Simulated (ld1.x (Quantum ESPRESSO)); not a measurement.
## chromium (Cr): variants of one TM potential

Base potential:

- Element: Cr (Z = 24)
- Generator: ld1.x (Quantum ESPRESSO) 7.5
- Type: norm-conserving Troullier–Martins (Kleinman–Bylander form)
- Functional: PBE
- Relativity: scalar-relativistic
- Frozen core: [Ne]
- Valence charge: 14
- Reference configuration: 3s2 3p6 3d5 4s1 4p0
- Partial waves: 3p (bound): rc 1.40 bohr; 3d (bound): rc 1.00 bohr; 3s (bound): rc 0.95 bohr
- Local potential: the s channel
- Core correction: a·sin(br)/r model core inside 1.00 bohr

Occupied shells without a wave of their own: 4s. They enter only through the test configuration that unscreens the potential, and ld1.x also counts them in the model core charge.

All-electron outer shells of the reference configuration (PBE, scalar-relativistic, ld1.x):

| shell | level (eV) | outermost node (bohr) | outermost maximum (bohr) |
| --- | --- | --- | --- |
| 2s | -667.15 | 0.09 | 0.24 |
| 2p | -560.70 | – | 0.20 |
| 3s | -73.99 | 0.36 | 0.78 |
| 3p | -45.44 | 0.33 | 0.80 |
| 4s | -4.01 | 1.12 | 2.74 |
| 3d | -2.91 | – | 0.84 |
| 4p | -0.99 | 1.25 | 3.94 |

Cutoffs, loose and tight: the cutoffs (Ry, on a coarse ladder) from which the occupation-weighted sum of valence levels, in a spherical-Bessel basis at the reference potential, stays within 10 and 1 mRy of its value at 400 Ry. They do not see the model core or the augmentation charge, which bear on the density cutoff. Test errors are all-electron minus pseudo excitation energies from the reference, over the configurations 3s2 3p6 3d5 4s0 4p0; 3s2 3p6 3d4 4s0 4p0; 3s2 3p6 3d3 4s0 4p0; 3s2 3p6 3d5 4s0.5 4p0; 3s1 3p6 3d5 4s1 4p0; 3s2 3p6 3d4 4s1 4p1; 3s2 3p6 3d5.5 4s0.5 4p0. A dash means not determined; rows that change the core or the reference have their own tests.

With those shells counted twice in exchange and correlation these files are broken, and their errors move erratically; no question is asked of them.

```tsv
change	outcome	cutoff, loose	cutoff, tight	bound ghosts	largest test error (meV)
base	generated	180 Ry	260 Ry	none	-566
all radii but the core radius scaled by about 1.20 (s 1.14, p 1.68, d 1.20 bohr)	generated	140 Ry	200 Ry	none	-863
wave 3d (bound): rc 1.00 bohr becomes 3d (bound): rc 0.70 bohr	generated	300 Ry	over 300 Ry	none	-552
wave 3p (bound): rc 1.40 bohr becomes 3p (bound): rc 1.88 bohr	generated	180 Ry	260 Ry	none	-583
type PAW; waves now 3s (bound): rc 0.95 bohr; 4s (bound): rc 0.95 bohr; 3p (bound): rcut 1.35, rcutus 1.40 bohr; 4p (bound): rcut 1.35, rcutus 1.40 bohr; 3d (bound): rcut 0.85, rcutus 1.00 bohr; 3d channel at 1.15 Ry: rcut 0.85, rcutus 1.00 bohr; local potential all-electron potential smoothed inside 0.75 bohr (lloc = -1); augmentation BESSEL, radius 0.75 bohr	failed: invmat: error in DGETRF	–	–	–	–
core correction a·sin(br)/r model core inside 0.74 bohr	generated	180 Ry	260 Ry	none	-566
wave 3s (bound): rc 0.95 bohr becomes 3s (bound): rc 1.44 bohr	generated, misses its reference levels by 0.58 eV	180 Ry	200 Ry	none	-2195
```
